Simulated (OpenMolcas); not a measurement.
Cu2+ (d9) in a complex was computed by CASSCF with the d shell active (OpenMolcas, ANO-RCC-VDZP on the metal). Its lowest spin-free states, and all those of the highest spin:

| 2S+1 | Degeneracy | E (cm-1) |
| --- | --- | --- |
| 2 | 1 | 0.0 |
| 2 | 1 | 524.6 |
| 2 | 1 | 3570 |
| 2 | 2 | 3729 |

Question: Is the site octahedral, tetrahedral or cube-like, axial, or of lower symmetry?

Answer: The states with 2S+1 = 2 have orbital degeneracies 1, 1, 1, 2. There are pairs but no triples, so the site is axial: not cubic, but with a proper or improper axis of order three or more. The run had Cu2+ with 6 ligands (oxide) in tetragonal octahedral coordination (D4h) at 2.11 Å, the axial distance 2.152 Å. A charge of +1.67 e stands 2.6 Å behind each ligand. Ligand basis ANO-RCC-VDZP.

The oxide ions are held by bare point charges, a crude embedding. Ligand-to-metal charge-transfer states are missing. With oxide or sulfide held by bare charges the field of late divalent 3d ions can come out several times too small, and g and χT far too large. With metal d orbitals alone and no dynamic correlation the field as a rule comes out too small, by tens of per cent, by up to half for chloride and softer ligands, and the orbital part of g and χT, which goes as 1/10Dq, too large. No measured value stands beside these numbers; the geometry is a model, was not optimised and need not be the one that this ion takes.
